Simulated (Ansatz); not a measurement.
Computed with Ansatz on PBE0-D4/def2-TZVP structures; ΔE is electronic, products minus reactants. CCSD(T)/CBS is the MP2 limit (def2-TZVPP, def2-QZVPP) plus CCSD(T) − MP2 in def2-TZVPP, frozen cores. This one scheme is used for every species. Functionals use def2-TZVPP. B3LYP here is the variant with VWN-RPA as its local correlation; programs differ in this. def2 core potentials past Kr. For Sn outer-core shells are correlated without core-valence functions, which leaves a few kJ/mol of doubt a bond.

Consider the cleavage of the Sn–Si bond: `[F][Sn]([F])([F])[SiH3]` + H–F → `[F][Sn]([F])([F])[F]` + SiH₄.

`[F][Sn]([F])([F])[SiH3]`:

```xyz
8

F    -0.614   -0.844    2.380
Sn   -0.809   -0.621    0.500
F    -0.957   -2.406   -0.143
F    -2.575    0.061    0.318
Si    1.015    0.781   -0.625
H     2.295    0.080   -0.378
H     0.672    0.832   -2.063
H     0.973    2.116    0.011
```

H–F:

Cartesian coordinates in Å:
```
F -0.161 0.399 -0.164
H 0.161 -0.399 0.164
```

`[F][Sn]([F])([F])[F]`:

Cartesian coordinates in Å:
```
F 0.520 -1.289 1.260
Sn 0.000 0.000 0.000
F 0.864 -0.336 -1.631
F 0.474 1.707 0.619
F -1.858 -0.081 -0.247
```

SiH₄:

```xyz
5

Si    0.000    0.000    0.000
H    -0.501   -1.386   -0.178
H     0.131    0.652   -1.327
H     1.326   -0.034    0.668
H    -0.956    0.768    0.837
```

Q: Is it downhill or uphill in electronic energy at CCSD(T)/CBS, and by how much? (Best estimate.)

A: The calculation gave: Uphill: ΔE = +27.5 kJ/mol.

Q: What do these levels give: revPBE-D4, r2SCAN-D4, B97M-V, PBE0-D4, B3LYP-D4, r2SCANh-D4, BHLYP-D4, r2SCAN, PBE0, B3LYP, r2SCANh, MP2/def2-TZVPP? (Estimate.)

A: The calculation gave: revPBE-D4 32.2, r2SCAN-D4 22.8, B97M-V 7.9, PBE0-D4 38.1, B3LYP-D4 29.5, r2SCANh-D4 25.8, BHLYP-D4 27.8, r2SCAN 21.9, PBE0 34.7, B3LYP 23.6, r2SCANh 24.6, MP2/def2-TZVPP 26.4 kJ/mol.

Largest T1 diagnostic among the species: 0.015.

From r2SCAN to r2SCAN0 (25 % exact exchange), in def2-TZVPP and without D4, ΔE moves by +6.3 kJ/mol. The D4 term adds +5.9 kJ/mol with B3LYP and +3.4 kJ/mol with PBE0; it sums over pairs of atoms, weighted by their polarisabilities, and B3LYP, whose exchange is more repulsive, gets the larger term. Leaving LDA and LC-ωPBE aside and taking each functional with its dispersion term where it has one, the values, not all of them listed here, spread over 30.2 kJ/mol, from B97M-V to HSE06-D4. LDA lies +14.1 kJ/mol from PBE without D4.
